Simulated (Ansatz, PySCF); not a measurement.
System: LiCl, net charge 0, singlet state. 
Geometry from a B3LYP-D3(BJ)/def2-TZVP (Ansatz, an electronic-structure program) optimisation:
```xyz
2

Li     0.0000     0.0000    -1.7146
Cl     0.0000     0.0000     0.3026
```
Charge 0, spin multiplicity 1.

Total electronic energies in hartree. Valence correlation only, unless marked. Spin-orbit coupling is left out. Non-relativistic. Basis-set limits of correlation are two-point, X^-3; Hartree-Fock from the larger set. [CCSD(T)-MP2]/basis is that difference in the basis named.

| level | program | energy (Eh) |
|---|---|---|
| HF/6-31G | Ansatz | -466.99720 |
| HF/def2-SVPD | Ansatz | -466.89032 |
| HF/def2-QZVPP | Ansatz | -467.05540 |
| PBE-D4/def2-TZVPD | Ansatz + dftd4 | -467.59586 |
| revPBE-D3(BJ)/def2-TZVPD | Ansatz + dftd3 | -467.72401 |
| revPBE/def2-TZVPD | Ansatz | -467.72242 |
| TPSS-D3(BJ)/def2-TZVPD | PySCF + dftd3 | -467.83395 |
| r2SCAN-D3(BJ)/def2-TZVPD | Ansatz + dftd3 | -467.77366 |
| r2SCANh-D4/def2-TZVPD | Ansatz + dftd4 | -467.77222 |
| LC-wPBE/def2-TZVPD | Ansatz | -467.67029 |
| MP2/def2-SVPD | Ansatz | -467.04529 |
| CCSD/def2-SVPD | Ansatz | -467.05725 |
| CCSD/CBS(def2-TZVPP,def2-QZVPP) | Ansatz | -467.3104 |
| RI-MP2/CBS(def2-TZVPPD,def2-QZVPPD)+[CCSD(T)-MP2]/def2-SVPD | Ansatz | -467.3102 |
| CCSD(T)/CBS(def2-TZVPPD,def2-QZVPPD) | Ansatz | -467.3213 |

Totals of different functionals don't rank their quality; only differences between species are comparable.
